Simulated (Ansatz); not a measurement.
Reaction (ligand exchange at the Al–S bond): `C[O][AlH][S][SiH3]` + `BN` → `B[NH][AlH][O]C` + `[SiH3]S`

Gas-phase electronic energies from Ansatz, PBE0-D4/def2-TZVP geometries. CCSD(T)/CBS adds triple-zeta CCSD(T) − MP2 to the extrapolated MP2 energy (def2 sets, frozen cores). This one scheme is used for every species. DFT in def2-TZVPP. B3LYP here is the variant with VWN-RPA as its local correlation; programs differ in this. Each species was taken in one conformer, which may not be the lowest.

```tsv
level	ΔE (kcal/mol)	difference from CCSD(T)/CBS
PBE-D4	12.7	0.4
r2SCAN-D4	12.0	-0.3
PBE0-D4	13.2	0.9
B3LYP-D4	13.5	1.2
ωB97X-V	12.5	0.2
ωB97M-V	12.1	-0.2
B2PLYP	12.4	0.1
PBE	12.0	-0.3
r2SCAN	11.8	-0.5
PBE0	12.5	0.2
B3LYP	12.3	0.0
HF/def2-TZVPP	14.6	2.3
MP2/def2-TZVPP	12.7	0.4
SCS-MP2/def2-TZVPP	12.3	0.0
CCSD/def2-TZVPP	11.9	-0.4
CCSD(T)/def2-TZVPP	11.8	-0.5
HF/def2-QZVPP	14.2	1.9
MP2/def2-QZVPP	12.8	0.5
SCS-MP2/def2-QZVPP	12.5	0.2
HF/CBS(def2)	14.1	1.8
MP2/CBS(def2)	13.2	0.9
CCSD/CBS(def2)	12.4	0.1
CCSD(T)/CBS	12.3	0
```

Largest T1 diagnostic among the species: 0.013.

In def2-TZVPP, CCSD(T) changes the Hartree–Fock value by −2.8 kcal/mol (the triples alone add −0.1 kcal/mol) and MP2 by −1.9 kcal/mol. The D4 term adds +1.2 kcal/mol with B3LYP and +0.7 kcal/mol with PBE0; it sums over pairs of atoms, weighted by their polarisabilities, and B3LYP, whose exchange is more repulsive, gets the larger term.
